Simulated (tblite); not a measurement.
A geometry optimisation, step by step.

C₆H₆FOS (doublet state).
SMILES with atom numbers: `[CH2:1]=[CH:2][C:3]1=[C:4][S@@:5](=[O:6])[C@H:7]([F:8])[CH2:9]1` (hydrogens: H10, H11 on C1; H12 on C2; H13 on C7; H14, H15 on C9)
Bond orders are those of one Lewis drawing.

Computed with GFN2-xTB (tblite), gas phase: L-BFGS steps from a force-field or distance-geometry start until the largest atomic force falls under 0.01 eV/Å. 10 of its 113 geometries are shown.

Step 0: E = -755.3024 eV, largest atomic force 3.888 eV/Å
```
atom  x, y, z in Å  |  force x, y, z in eV/Å
C1      2.390   -0.932    0.191    0.436  -0.337   0.322
C2      1.701   -0.314   -0.759   -0.630  -0.028   1.012
C3      0.361    0.246   -0.521    1.906  -0.482  -2.386
C4     -0.293    0.862   -1.502   -0.761  -0.124   0.691
S5     -1.852    1.351   -0.744   -2.546   1.413  -2.576
O6     -3.027    1.216   -1.681    1.821  -0.021   1.479
C7     -1.793    0.027    0.510    0.312  -0.749  -0.490
F8     -2.580    0.295    1.586    0.124  -0.179  -0.290
C9     -0.310    0.186    0.771   -0.317   0.664   2.285
H10     2.038   -1.085    1.210    0.206   0.063  -0.411
H11     3.371   -1.324   -0.048   -0.149   0.012   0.227
H12     2.155   -0.233   -1.720   -0.210   0.252  -0.513
H13    -2.045   -0.930    0.017   -0.215   0.138   0.544
H14    -0.204    1.217    1.212    0.058  -0.835   0.243
H15     0.084   -0.574    1.456   -0.035   0.212  -0.137
```

Step 12: E = -755.8278 eV, largest atomic force 0.271 eV/Å
```
atom  x, y, z in Å  |  force x, y, z in eV/Å
C1      2.435   -0.944    0.181   -0.014   0.030   0.028
C2      1.718   -0.315   -0.744   -0.129   0.048   0.001
C3      0.396    0.251   -0.534   -0.012  -0.018   0.089
C4     -0.393    0.813   -1.435    0.087   0.020  -0.065
S5     -1.966    1.464   -0.846    0.006  -0.023  -0.028
O6     -3.047    1.128   -1.760    0.181  -0.140   0.145
C7     -1.769    0.090    0.483   -0.005   0.152  -0.147
F8     -2.586    0.315    1.550    0.035  -0.026  -0.088
C9     -0.293    0.203    0.831   -0.017  -0.065   0.007
H10     2.095   -1.083    1.190   -0.056   0.033   0.115
H11     3.407   -1.357   -0.019    0.035   0.019  -0.169
H12     2.099   -0.208   -1.749    0.005   0.023  -0.016
H13    -2.035   -0.868    0.016   -0.064   0.090   0.158
H14    -0.119    1.144    1.366   -0.003  -0.100  -0.013
H15     0.057   -0.625    1.446   -0.049  -0.044  -0.019
```

Step 25: E = -755.8955 eV, largest atomic force 0.173 eV/Å
```
atom  x, y, z in Å  |  force x, y, z in eV/Å
C1      2.467   -0.916    0.167    0.005   0.057  -0.020
C2      1.712   -0.287   -0.731    0.028  -0.039   0.010
C3      0.392    0.265   -0.494    0.099  -0.003   0.012
C4     -0.337    0.901   -1.395    0.005  -0.082   0.062
S5     -1.976    1.454   -0.910    0.104  -0.002   0.020
O6     -2.962    0.872   -1.804   -0.063   0.014  -0.161
C7     -1.791    0.176    0.488    0.021   0.017   0.069
F8     -2.583    0.543    1.532   -0.030  -0.033   0.105
C9     -0.317    0.123    0.854    0.041   0.023  -0.108
H10     2.183   -1.035    1.203    0.002   0.004  -0.141
H11     3.423   -1.330   -0.114   -0.069   0.056   0.055
H12     2.062   -0.178   -1.752   -0.025  -0.013   0.104
H13    -2.170   -0.764    0.067   -0.032   0.042   0.117
H14    -0.057    0.980    1.485   -0.055  -0.061  -0.007
H15    -0.050   -0.795    1.381   -0.031   0.023  -0.117
```

Step 37: E = -755.9235 eV, largest atomic force 0.123 eV/Å
```
atom  x, y, z in Å  |  force x, y, z in eV/Å
C1      2.493   -0.878    0.161    0.029   0.032   0.031
C2      1.721   -0.261   -0.725   -0.014  -0.047  -0.025
C3      0.392    0.264   -0.489    0.022   0.023   0.030
C4     -0.313    0.935   -1.379   -0.006  -0.016   0.011
S5     -1.980    1.421   -0.960   -0.053  -0.007  -0.111
O6     -2.874    0.764   -1.907   -0.031   0.037   0.088
C7     -1.827    0.216    0.521    0.036   0.006   0.021
F8     -2.503    0.735    1.586   -0.039   0.017   0.002
C9     -0.347    0.051    0.828    0.046  -0.039   0.035
H10     2.222   -1.007    1.193   -0.074  -0.013   0.060
H11     3.454   -1.267   -0.124    0.044   0.006  -0.004
H12     2.059   -0.147   -1.744    0.039   0.034  -0.047
H13    -2.328   -0.708    0.217   -0.021   0.012  -0.002
H14    -0.050    0.820    1.550    0.030  -0.035  -0.061
H15    -0.123   -0.930    1.251   -0.009  -0.011  -0.028
```

Step 50: E = -755.9483 eV, largest atomic force 0.072 eV/Å
```
atom  x, y, z in Å  |  force x, y, z in eV/Å
C1      2.497   -0.812    0.197    0.001   0.001   0.011
C2      1.746   -0.234   -0.734    0.017  -0.007   0.008
C3      0.378    0.205   -0.540    0.029  -0.019  -0.018
C4     -0.338    0.855   -1.436    0.005  -0.005   0.022
S5     -1.981    1.395   -1.002    0.000   0.011   0.016
O6     -2.933    0.718   -1.873   -0.021  -0.029   0.005
C7     -1.823    0.270    0.548   -0.063   0.020   0.012
F8     -2.360    0.952    1.605    0.068  -0.009   0.011
C9     -0.354   -0.065    0.771   -0.019   0.023  -0.066
H10     2.137   -0.998    1.194    0.027  -0.013   0.009
H11     3.509   -1.116   -0.009   -0.027   0.010  -0.004
H12     2.144   -0.051   -1.723   -0.011   0.001   0.018
H13    -2.464   -0.598    0.360    0.029   0.014  -0.029
H14     0.057    0.593    1.542   -0.041  -0.014   0.004
H15    -0.219   -1.104    1.077    0.005   0.014   0.002
```

Step 62: E = -755.9514 eV, largest atomic force 0.021 eV/Å
```
atom  x, y, z in Å  |  force x, y, z in eV/Å
C1      2.504   -0.792    0.208    0.001   0.002   0.006
C2      1.751   -0.223   -0.726    0.009   0.004  -0.002
C3      0.374    0.196   -0.549    0.002  -0.010  -0.003
C4     -0.339    0.854   -1.442    0.009   0.005   0.000
S5     -1.990    1.381   -1.021   -0.011  -0.010   0.000
O6     -2.928    0.658   -1.871    0.001   0.001   0.004
C7     -1.828    0.296    0.556    0.008   0.002  -0.001
F8     -2.280    1.033    1.616   -0.006   0.002  -0.004
C9     -0.371   -0.105    0.746    0.001   0.004   0.008
H10     2.146   -0.997    1.202   -0.005  -0.004   0.004
H11     3.524   -1.069    0.005   -0.004  -0.007   0.000
H12     2.159   -0.025   -1.707   -0.003   0.007  -0.011
H13    -2.521   -0.538    0.410    0.015  -0.003   0.010
H14     0.060    0.501    1.548   -0.005  -0.008   0.001
H15    -0.268   -1.161    1.005   -0.010   0.015  -0.011
```

Step 75: E = -755.9519 eV, largest atomic force 0.019 eV/Å
```
atom  x, y, z in Å  |  force x, y, z in eV/Å
C1      2.506   -0.779    0.213   -0.002   0.008   0.001
C2      1.756   -0.206   -0.722   -0.004   0.003  -0.001
C3      0.374    0.199   -0.550   -0.008  -0.001  -0.011
C4     -0.335    0.862   -1.442   -0.012   0.010   0.003
S5     -2.000    1.360   -1.037    0.018  -0.007  -0.001
O6     -2.916    0.598   -1.878   -0.002  -0.009  -0.006
C7     -1.827    0.317    0.565   -0.002   0.001   0.005
F8     -2.222    1.108    1.609   -0.001  -0.001   0.003
C9     -0.382   -0.133    0.731    0.004   0.007  -0.010
H10     2.141   -0.995    1.202   -0.001  -0.010   0.004
H11     3.529   -1.046    0.015    0.002  -0.012   0.005
H12     2.169    0.004   -1.698   -0.002   0.008   0.000
H13    -2.551   -0.497    0.472   -0.008   0.002  -0.002
H14     0.066    0.420    1.560    0.009  -0.001   0.003
H15    -0.313   -1.202    0.937    0.009   0.002   0.006
```

Step 87: E = -755.9525 eV, largest atomic force 0.018 eV/Å
```
atom  x, y, z in Å  |  force x, y, z in eV/Å
C1      2.495   -0.779    0.215    0.002   0.007   0.000
C2      1.761   -0.181   -0.716   -0.003  -0.005  -0.003
C3      0.375    0.216   -0.553   -0.003  -0.006   0.000
C4     -0.334    0.884   -1.440    0.006  -0.002  -0.003
S5     -2.016    1.334   -1.052   -0.016  -0.002  -0.008
O6     -2.896    0.518   -1.883    0.013   0.006   0.009
C7     -1.825    0.333    0.576   -0.003  -0.004  -0.002
F8     -2.170    1.165    1.605   -0.003   0.000  -0.006
C9     -0.385   -0.145    0.717   -0.003  -0.001   0.004
H10     2.116   -1.014    1.195   -0.001  -0.013  -0.007
H11     3.519   -1.051    0.026    0.001   0.007  -0.006
H12     2.183    0.049   -1.684    0.012   0.002   0.002
H13    -2.571   -0.465    0.527    0.003   0.007   0.006
H14     0.077    0.368    1.564   -0.005   0.002   0.006
H15    -0.333   -1.223    0.881   -0.002   0.003   0.008
```

Step 100: E = -755.9537 eV, largest atomic force 0.025 eV/Å
```
atom  x, y, z in Å  |  force x, y, z in eV/Å
C1      2.488   -0.785    0.210   -0.002   0.014  -0.001
C2      1.767   -0.142   -0.702    0.002  -0.010  -0.006
C3      0.372    0.228   -0.551   -0.002  -0.008   0.003
C4     -0.332    0.903   -1.436   -0.017  -0.016   0.004
S5     -2.041    1.284   -1.084    0.011  -0.007   0.013
O6     -2.857    0.380   -1.889    0.003   0.005  -0.002
C7     -1.822    0.369    0.590    0.002   0.003   0.010
F8     -2.081    1.279    1.580    0.000   0.005  -0.013
C9     -0.401   -0.168    0.701    0.001  -0.008   0.008
H10     2.085   -1.092    1.161    0.017   0.006  -0.005
H11     3.523   -1.021    0.034   -0.010  -0.019  -0.001
H12     2.210    0.144   -1.645    0.006   0.020   0.013
H13    -2.606   -0.393    0.627    0.001   0.002  -0.001
H14     0.082    0.277    1.574   -0.012   0.018  -0.005
H15    -0.391   -1.254    0.808   -0.003  -0.004  -0.017
```

Step 112: E = -755.9549 eV, largest atomic force 0.009 eV/Å
```
atom  x, y, z in Å  |  force x, y, z in eV/Å
C1      2.483   -0.791    0.204    0.000   0.006   0.005
C2      1.776   -0.098   -0.681   -0.004   0.002   0.001
C3      0.370    0.238   -0.545   -0.003   0.001   0.001
C4     -0.337    0.900   -1.437    0.002   0.001  -0.001
S5     -2.063    1.226   -1.113   -0.004  -0.003  -0.001
O6     -2.828    0.249   -1.883    0.005   0.003   0.005
C7     -1.818    0.403    0.602   -0.006  -0.001   0.003
F8     -1.987    1.392    1.535    0.005  -0.005  -0.006
C9     -0.418   -0.191    0.687   -0.002   0.002   0.002
H10     2.063   -1.168    1.121    0.003  -0.003  -0.007
H11     3.523   -1.008    0.035   -0.002   0.000   0.002
H12     2.238    0.262   -1.589    0.000  -0.007   0.003
H13    -2.632   -0.314    0.729    0.004   0.002  -0.001
H14     0.077    0.189    1.583    0.002  -0.002  -0.002
H15    -0.453   -1.281    0.731    0.002   0.004  -0.003
```

**Question.** Summarise the path.

**Answer.** The energy falls by 0.6526 eV from step 0 to step 112; nine tenths of that is first reached at step 24. It falls at every step. The largest force goes from 3.888 to 0.009 eV/Å. Among the bonds S5–C7 changes most, from 1.825 to 1.918 Å; the atoms move by 0.702 Å rms after alignment.

What follows is the cost of the whole relaxation. Time: 0.83 s. Hardware: an Arm Neoverse V1 with one thread (shared host).
